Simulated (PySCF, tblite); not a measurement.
Isomers of C3H9F3SSi2, one GFN2-xTB conformer each. Single-point energies are computed at PBE0/pcSseg-1 (PySCF, gas phase, no added dispersion term), electronic only.

| SMILES | GFN2-xTB relative energy (kcal/mol) |
| --- | --- |
| CC[Si@@H](S[SiH3])C(F)(F)F | 0.0 |
| C[SiH2][Si@@H](SC)C(F)(F)F | 29.8 |

Conformers: `[CH3:1][CH2:2][Si@@H:3]([S:4][SiH3:5])[C:6]([F:7])([F:8])[F:9]` with C1–C2–Si3–S4 169°, C2–Si3–S4–Si5 150°; `[CH3:1][SiH2:2][Si@@H:3]([S:4][CH3:5])[C:6]([F:7])([F:8])[F:9]` with C1–Si2–Si3–S4 164°, Si2–Si3–S4–C5 154°.

**Question.** What does PBE0/pcSseg-1 give for the same structures?

**Answer.** 
```
                    SMILES  PBE0/pcSseg-1 E (Eh)  PBE0/pcSseg-1 (kcal/mol)  GFN2-xTB (kcal/mol)  point group
CC[Si@@H](S[SiH3])C(F)(F)F           -1395.61908                       0.0                  0.0           C1
C[SiH2][Si@@H](SC)C(F)(F)F           -1395.59612                      14.4                 29.8           C1
```

Both levels put the same isomer lowest. As drawn, the higher has an Si–Si bond, which the lower lacks.

**Question.** Which frontier levels, dipoles and rotational constants go with these structures?

**Answer.** 
```tsv
SMILES	HOMO (eV, PBE0/pcSseg-1)	LUMO (eV)	dipole (D)	A, B, C (MHz)
CC[Si@@H](S[SiH3])C(F)(F)F	-7.55	-0.38	1.04	1267, 746.4, 532.2
C[SiH2][Si@@H](SC)C(F)(F)F	-7.09	-0.65	1.59	1148, 757.3, 525.5
```

**Question.** What happens when harmonic zero-point energies from GFN2-xTB frequencies are added?

**Answer.** 
| SMILES | ZPE (kcal/mol) | electronic (kcal/mol) | with ZPE (kcal/mol) |
| --- | --- | --- | --- |
| CC[Si@@H](S[SiH3])C(F)(F)F | 71.2 | 0.0 | 0.0 |
| C[SiH2][Si@@H](SC)C(F)(F)F | 70.9 | 14.4 | 14.1 |

The zero-point energies span 0.3 kcal/mol. The order is unchanged.
